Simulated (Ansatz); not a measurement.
Consider the atomization: `[CH3][Zn][PH2]` → C• + 5 H• + P• + Zn (atom).

Gas-phase electronic energies from Ansatz, PBE0-D4/def2-TZVP geometries. CBS: MP2 limit from def2 TZ/QZ plus the TZ coupled-cluster correction, frozen cores. This one scheme is used for every species, atoms too. DFT in def2-TZVPP. Open shells (•) are unrestricted, without spin–orbit coupling. Spin–orbit coupling would lower the free atoms: a little for C. For Zn outer-core shells are correlated without core-valence functions, so the limit isn't a true one: a few kJ/mol of doubt a bond, and 10 to 20 or more in all where bonds break to atoms. Scalar relativity is left out up to krypton. One conformer a species, not always the lowest.

| level | ΔE (kJ/mol) |
| --- | --- |
| BHLYP-D4 | 2250.1 |
| PBE0 | 2287.6 |
| r2SCAN0 | 2287.1 |
| CCSD/def2-TZVPP | 2203.3 |

(1) What does CCSD(T)/CBS give? (Best estimate.)

Largest T1 diagnostic among the species: 0.017.

Results:

(1) The calculation gave: +2293.8 kJ/mol. The listed levels differ from it by -43.7, -6.2, -6.7, -90.5 kJ/mol.

From BLYP to BHLYP (50 % exact exchange), in def2-TZVPP and without D4, ΔE moves by −13.7 kJ/mol: exact exchange takes away binding that semilocal exchange gives to molecules. The D4 term adds +19.8 kJ/mol with B3LYP and +10.3 kJ/mol with PBE0; it sums over pairs of atoms, weighted by their polarisabilities, and B3LYP, whose exchange is more repulsive, gets the larger term.

B3LYP here is the variant with VWN-RPA as its local correlation; programs differ in this.

For atomizations the MP2-based limit and the directly extrapolated one differ by several kJ/mol either way, and by 10 to 25 for some Ge, Se and Sn compounds, so smaller differences from it don't rank the levels.
